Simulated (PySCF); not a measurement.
Name the molecule from its bond curve

A diatomic of charge +1 contains Te. Its doublet curve at PBE0 in a double-zeta basis (scalar-relativistic core potentials, PySCF), in eV from the separated fragments:

```tsv
R (Å)	E (eV)
1.550	-0.635
1.622	-1.791
1.694	-2.411
1.748	-2.619
1.802	-2.664
1.856	-2.585
1.928	-2.338
2.018	-1.879
2.126	-1.206
2.271	-0.297
```

The fit gives ωe = 922 cm⁻¹ and the rotational constant Bₑ = 0.3685 cm⁻¹.

**Question.** Which atom is the partner?

**Answer.** The minimum lies at 1.792 Å, so the reduced mass is 16.8576 u Å² cm⁻¹/(Bₑ·Re²) = 14.25 u. With Te at 129.91 u the partner weighs about 16.0 u: O. The molecule is TeO⁺.

Spin–orbit coupling is left out. The state is the lowest determinant that a PBE0 search found; another state may lie lower at other levels.
